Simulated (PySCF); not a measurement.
AlBH$_{4}$, B$_{2}$H$_{2}$N (calculated)

Computed with PySCF 2.14.0. Calculation on a computer-drawn molecule: vertical ionisation energy to the stated ion spin, frozen-core CCSD(T) at the basis limit and cheaper methods, single-reference cases, UHF for radicals, no spin-orbit; all values are single points at the evaluated structure, the first of each entry, which is the reference or a displaced copy of it and isn't optimised; the reference structure only sets the zero of the energies above reference; triples share is (T) over the correlation energy.

Common to all runs: charge 0; diffuse functions no; reference is the Hartree-Fock double-zeta minimum; best is HF at quadruple zeta + MP2 correlation extrapolated from triple and quadruple zeta + CCSD(T) minus MP2 at triple zeta; basis step is the size of the change from the same recipe one zeta lower.

(1) AlBH$_{4}$

Evaluated structure:
```xyz
6
AlBH4
B      0.1650     1.7171     1.6895
Al     0.1081     2.4511    -0.3534
H     -0.7993     1.0309     2.1350
H      1.1710     1.7848     2.3558
H      0.5232     1.5965    -1.6174
H     -0.4164     3.9145    -0.6970
```

Reference structure:
```xyz
6
AlBH4
B      0.1652     1.6823     1.6614
Al     0.1286     2.4493    -0.3451
H     -0.7665     1.0948     2.1502
H      1.1190     1.8054     2.3875
H      0.6164     1.5641    -1.5695
H     -0.3870     3.9194    -0.6508
```

- multiplicity: 1
- ion multiplicity: 2
- basis: cc-pV(n+d)Z
- ionisation energy best: 9.931 eV
- ionisation energy basis step: 0.02522 eV
- energy above reference best: 2.113 kcal/mol
- energy above reference basis step: 0.01872 kcal/mol
- ionisation energy Koopmans at triple zeta: 10.15 eV
- ionisation energy EOM CCSD at triple zeta: 9.916 eV
- total energy HF triple zeta: -268.8837 hartree
- total energy CCSD(T) triple zeta: -269.1104 hartree
- total energy best: -269.1354 hartree
- T1 diagnostic at triple zeta: 0.01031
- D1 diagnostic at triple zeta: 0.0198
- ion T1 diagnostic at triple zeta: 0.02097
- ion D1 diagnostic at triple zeta: 0.06651
- ion spin squared at triple zeta: 0.7656
- triples share at triple zeta: 0.02441
- basis functions triple zeta: 125
- dipole magnitude HF at triple zeta: 0.5991 debye
- dipole magnitude CCSD unrelaxed at triple zeta: 0.5114 debye
- dipole magnitude PBE at triple zeta: 0.4421 debye
- dipole magnitude r2SCAN at triple zeta: 0.4848 debye
- dipole magnitude B3LYP at triple zeta: 0.5055 debye
- dipole magnitude wB97X at triple zeta: 0.5731 debye

Drawn bonds:
```csv
atom,other atom,order
1,2,1
1,3,1
1,4,1
2,5,1
2,6,1
```

Triple zeta:
```csv
method,ionisation energy (eV),energy above reference (kcal/mol)
HF,8.964,2.208
PBE,9.526,1.764
r2SCAN,9.583,2.101
B3LYP,9.719,2.175
wB97X,9.797,2.118
MP2,9.807,2.228
CCSD,9.811,2.086
CCSD(T),9.839,2.036
```

(2) AlBH$_{4}$

Evaluated structure:
```xyz
6
AlBH4
B      0.1650     1.7171     1.6895
Al     0.1068     2.4680    -0.4004
H     -0.7993     1.0309     2.1350
H      1.1710     1.7848     2.3558
H      0.5219     1.6134    -1.6644
H     -0.4177     3.9314    -0.7440
```

Reference structure:
```xyz
6
AlBH4
B      0.1652     1.6823     1.6614
Al     0.1286     2.4493    -0.3451
H     -0.7665     1.0948     2.1502
H      1.1190     1.8054     2.3875
H      0.6164     1.5641    -1.5695
H     -0.3870     3.9194    -0.6508
```

- multiplicity: 1
- ion multiplicity: 2
- basis: cc-pV(n+d)Z
- ionisation energy best: 9.85 eV
- ionisation energy basis step: 0.02502 eV
- energy above reference best: 2.875 kcal/mol
- energy above reference basis step: 0.03513 kcal/mol
- ionisation energy Koopmans at triple zeta: 10.05 eV
- ionisation energy EOM CCSD at triple zeta: 9.835 eV
- total energy HF triple zeta: -268.8829 hartree
- total energy CCSD(T) triple zeta: -269.1093 hartree
- total energy best: -269.1342 hartree
- T1 diagnostic at triple zeta: 0.01011
- D1 diagnostic at triple zeta: 0.01883
- ion T1 diagnostic at triple zeta: 0.02019
- ion D1 diagnostic at triple zeta: 0.06422
- ion spin squared at triple zeta: 0.7644
- triples share at triple zeta: 0.02445
- basis functions triple zeta: 125
- dipole magnitude HF at triple zeta: 0.5623 debye
- dipole magnitude CCSD unrelaxed at triple zeta: 0.4767 debye
- dipole magnitude PBE at triple zeta: 0.4261 debye
- dipole magnitude r2SCAN at triple zeta: 0.4627 debye
- dipole magnitude B3LYP at triple zeta: 0.4787 debye
- dipole magnitude wB97X at triple zeta: 0.5367 debye

Drawn bonds:
```csv
atom,other atom,order
1,2,1
1,3,1
1,4,1
2,5,1
2,6,1
```

Triple zeta:
```csv
method,ionisation energy (eV),energy above reference (kcal/mol)
HF,8.867,2.734
PBE,9.469,2.53
r2SCAN,9.518,2.952
B3LYP,9.651,2.967
wB97X,9.716,2.929
MP2,9.72,2.915
CCSD,9.727,2.775
CCSD(T),9.759,2.722
```

(3) AlBH$_{4}$

Evaluated structure:
```xyz
6
AlBH4
B      0.1650     1.7171     1.6895
Al     0.1056     2.4832    -0.4428
H     -0.7993     1.0309     2.1350
H      1.1710     1.7848     2.3558
H      0.5207     1.6286    -1.7068
H     -0.4189     3.9466    -0.7864
```

Reference structure:
```xyz
6
AlBH4
B      0.1652     1.6823     1.6614
Al     0.1286     2.4493    -0.3451
H     -0.7665     1.0948     2.1502
H      1.1190     1.8054     2.3875
H      0.6164     1.5641    -1.5695
H     -0.3870     3.9194    -0.6508
```

* multiplicity: 1
* ion multiplicity: 2
* basis: cc-pV(n+d)Z
* ionisation energy best: 9.774 eV
* ionisation energy basis step: 0.02477 eV
* energy above reference best: 3.926 kcal/mol
* energy above reference basis step: 0.08031 kcal/mol
* ionisation energy Koopmans at triple zeta: 9.95 eV
* ionisation energy EOM CCSD at triple zeta: 9.759 eV
* total energy HF triple zeta: -268.8815 hartree
* total energy CCSD(T) triple zeta: -269.1078 hartree
* total energy best: -269.1325 hartree
* T1 diagnostic at triple zeta: 0.009954
* D1 diagnostic at triple zeta: 0.01804
* ion T1 diagnostic at triple zeta: 0.01952
* ion D1 diagnostic at triple zeta: 0.06217
* ion spin squared at triple zeta: 0.7633
* triples share at triple zeta: 0.02452
* basis functions triple zeta: 125
* dipole magnitude HF at triple zeta: 0.5306 debye
* dipole magnitude CCSD unrelaxed at triple zeta: 0.4461 debye
* dipole magnitude PBE at triple zeta: 0.4103 debye
* dipole magnitude r2SCAN at triple zeta: 0.442 debye
* dipole magnitude B3LYP at triple zeta: 0.4543 debye
* dipole magnitude wB97X at triple zeta: 0.5043 debye

Drawn bonds:
```csv
atom,other atom,order
1,2,1
1,3,1
1,4,1
2,5,1
2,6,1
```

Triple zeta:
```csv
method,ionisation energy (eV),energy above reference (kcal/mol)
HF,8.778,3.616
PBE,9.414,3.547
r2SCAN,9.455,4.057
B3LYP,9.588,4.02
wB97X,9.641,4.025
MP2,9.638,3.916
CCSD,9.649,3.768
CCSD(T),9.684,3.709
```

(4) AlBH$_{4}$

Evaluated structure:
```xyz
6
AlBH4
B      0.1650     1.7171     1.6895
Al     0.1039     2.5052    -0.5039
H     -0.7993     1.0309     2.1350
H      1.1710     1.7848     2.3558
H      0.5190     1.6506    -1.7679
H     -0.4206     3.9686    -0.8475
```

Reference structure:
```xyz
6
AlBH4
B      0.1652     1.6823     1.6614
Al     0.1286     2.4493    -0.3451
H     -0.7665     1.0948     2.1502
H      1.1190     1.8054     2.3875
H      0.6164     1.5641    -1.5695
H     -0.3870     3.9194    -0.6508
```

- multiplicity: 1
- ion multiplicity: 2
- basis: cc-pV(n+d)Z
- ionisation energy best: 9.662 eV
- ionisation energy basis step: 0.02428 eV
- energy above reference best: 5.94 kcal/mol
- energy above reference basis step: 0.1403 kcal/mol
- ionisation energy Koopmans at triple zeta: 9.805 eV
- ionisation energy EOM CCSD at triple zeta: 9.646 eV
- total energy HF triple zeta: -268.8786 hartree
- total energy CCSD(T) triple zeta: -269.1047 hartree
- total energy best: -269.1293 hartree
- T1 diagnostic at triple zeta: 0.009781
- D1 diagnostic at triple zeta: 0.01705
- ion T1 diagnostic at triple zeta: 0.01863
- ion D1 diagnostic at triple zeta: 0.05926
- ion spin squared at triple zeta: 0.762
- triples share at triple zeta: 0.02465
- basis functions triple zeta: 125
- dipole magnitude HF at triple zeta: 0.487 debye
- dipole magnitude CCSD unrelaxed at triple zeta: 0.4034 debye
- dipole magnitude PBE at triple zeta: 0.3859 debye
- dipole magnitude r2SCAN at triple zeta: 0.4114 debye
- dipole magnitude B3LYP at triple zeta: 0.4192 debye
- dipole magnitude wB97X at triple zeta: 0.4587 debye

Drawn bonds:
```csv
atom,other atom,order
1,2,1
1,3,1
1,4,1
2,5,1
2,6,1
```

Triple zeta:
```csv
method,ionisation energy (eV),energy above reference (kcal/mol)
HF,8.646,5.454
PBE,9.331,5.462
r2SCAN,9.361,6.115
B3LYP,9.491,6.003
wB97X,9.528,6.11
MP2,9.517,5.885
CCSD,9.533,5.714
CCSD(T),9.572,5.638
```

(5) B$_{2}$H$_{2}$N

Evaluated structure:
```xyz
5
B2H2N
B      1.2169     0.8148    -2.6765
N      1.9949     1.3688    -1.8696
B      2.7704     1.9672    -0.8991
H      0.4862     0.2960    -3.4295
H      3.8787     2.4028    -1.0216
```

Reference structure:
```xyz
5
B2H2N
B      1.2169     0.8148    -2.6765
N      1.9949     1.3688    -1.8696
B      2.7704     1.9672    -0.8991
H      0.4862     0.2960    -3.4295
H      3.8787     2.4028    -1.0216
```

- multiplicity: 2
- ion multiplicity: 1
- basis: cc-pVnZ
- ionisation energy best: 7.466 eV
- ionisation energy basis step: 0.02363 eV
- energy above reference best: 0 kcal/mol
- energy above reference basis step: 0 kcal/mol
- total energy HF triple zeta: -104.9918 hartree
- total energy CCSD(T) triple zeta: -105.3896 hartree
- total energy best: -105.4400 hartree
- T1 diagnostic at triple zeta: 0.02004
- D1 diagnostic at triple zeta: 0.05893
- spin squared at triple zeta: 0.7798
- ion T1 diagnostic at triple zeta: 0.01711
- ion D1 diagnostic at triple zeta: 0.04494
- triples share at triple zeta: 0.04561
- basis functions triple zeta: 118
- dipole magnitude HF at triple zeta: 2.315 debye
- dipole magnitude CCSD unrelaxed at triple zeta: 1.875 debye
- dipole magnitude PBE at triple zeta: 1.642 debye
- dipole magnitude r2SCAN at triple zeta: 1.692 debye
- dipole magnitude B3LYP at triple zeta: 1.827 debye
- dipole magnitude wB97X at triple zeta: 2.07 debye

Drawn bonds:
```csv
atom,other atom,order
1,2,1
2,3,2
1,4,1
3,5,1
```

Triple zeta:
```csv
method,ionisation energy (eV),energy above reference (kcal/mol)
HF,6.981,0
PBE,7.588,0
r2SCAN,7.697,0
B3LYP,7.578,0
wB97X,7.427,0
MP2,7.325,0
CCSD,7.416,0
CCSD(T),7.414,0
```
